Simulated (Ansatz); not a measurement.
# A barrier at the coupled-cluster level

Start structure (CH$_{5}$InO, closed shell), relaxed at PBE0-D4/def2-TZVP:

In1  (0.543, 1.785, -1.603)
O2  (-0.277, 0.007, -2.128)
H3  (-0.233, -0.643, 0.347)
C4  (0.047, -0.308, 1.347)
H5  (-0.502, -0.251, -3.024)
H6  (1.120, -0.113, 1.387)
H7  (-0.498, 0.603, 1.599)
H8  (-0.200, -1.080, 2.075)
(Å)

The step: InHO ([OH][In]) + CH₄ → CH₃In ([CH3][In]) + H₂O; bonds formed: In1–C4, O2–H3; bonds broken: In1–O2, H3–C4. Program: Ansatz 0.2.0. Basis: def2-TZVPP and def2-QZVPP. Cores are frozen in the correlated methods. Filled d shells of the heavier atoms are correlated. Core potentials replace the inner electrons of the atoms past krypton. The def2 sets are not built for correlating such inner shells, so the correlated values are less sure here. Extrapolation: Hartree–Fock as exp(−7.88 √X), correlation as X^−2.97. Energies below are by CCSD(T) at an estimated basis limit (MP2 extrapolated from triple and quadruple zeta, plus CCSD(T) − MP2 in triple zeta).

**Question.** What are the electronic barrier and the energy of the step, from the start structure to the end structure? (An estimate is asked for; the value comes from the calculation.)

**Answer.** Computed: Barrier 156.3 kJ/mol; step energy 103.5 kJ/mol (uphill); reverse barrier, their difference, 52.8 kJ/mol. Barrier and step energy count from the start structure, the reverse barrier from the end structure.

The saddle point: One imaginary mode of 1180i cm⁻¹.
```csv
pair,start (Å),saddle (Å),end (Å)
In1–C4,3.65,2.52,2.26
O2–H3,2.56,1.18,0.96
In1–O2,2.03,2.30,2.64
H3–C4,1.09,1.47,2.68
```

Zero-point energy (harmonic, PBE0-D4): ZPE is 149.9 kJ/mol at the start and 140.8 kJ/mol at the saddle, so the barrier goes from 156.3 to 147.2 kJ/mol.

The T1 diagnostic stays at or below 0.017.

Labels in which every atom is bracketed show which atoms are joined, not bond orders.

For scale, one of the runs: CCSD(T)/def2-TZVPP, 182 basis functions, launched by `ansatz run in.yaml --threads 2 --pin off --events-out ev --progress --plain --max-ram 4352MiB`. The run took 58 s on 2 CPU threads of an Arm Neoverse V2 (shared host), with 2 GiB of host memory at its peak.
